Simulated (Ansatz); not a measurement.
```yaml
crystal:
  periodic: [false, false, false]
  atoms:
    - {symbol: Zn, position_ang: [1.387314, 0.168113, -0.605100]}
    - {symbol: Zn, position_ang: [-1.245794, 0.681976, -2.663839]}
    - {symbol: Zn, position_ang: [1.245732, -0.683503, 2.660115]}
    - {symbol: Zn, position_ang: [-1.386055, -0.163841, 0.607976]}
    - {symbol: Br, position_ang: [1.084460, 1.691948, -2.419852]}
    - {symbol: Br, position_ang: [-1.085838, -1.690699, 2.420068]}
    - {symbol: Br, position_ang: [0.417952, 1.500896, 1.363461]}
    - {symbol: Br, position_ang: [2.807310, -1.225032, 0.717750]}
    - {symbol: Br, position_ang: [-0.417101, -1.495982, -1.362593]}
    - {symbol: Br, position_ang: [-2.144106, 0.543066, -4.749205]}
    - {symbol: Br, position_ang: [-2.802819, 1.228600, -0.717978]}
    - {symbol: Br, position_ang: [2.138946, -0.555542, 4.749197]}
basis:
  gaussian: {orbitals: def2-mTZVP, fitting: {mean_field: def2-universal-jkfit}}
hamiltonian: {xc: {name: wPBEh}}
kpoints: {mp_grid: {grid: [2, 2, 2]}}
```

```sh
$ ansatz run in.yaml --threads 2 --pin off --events-out ev --progress --plain --max-ram 22528MiB --backend cuda --devices 0, --max-vram 18GiB
```

Output, abridged:

```
Error: invalid value for `basis.gaussian`: such a run doesn't read kpoints; remove what it names
```

In this input the input holds a key that doesn't belong there. The input was rejected before any iteration.
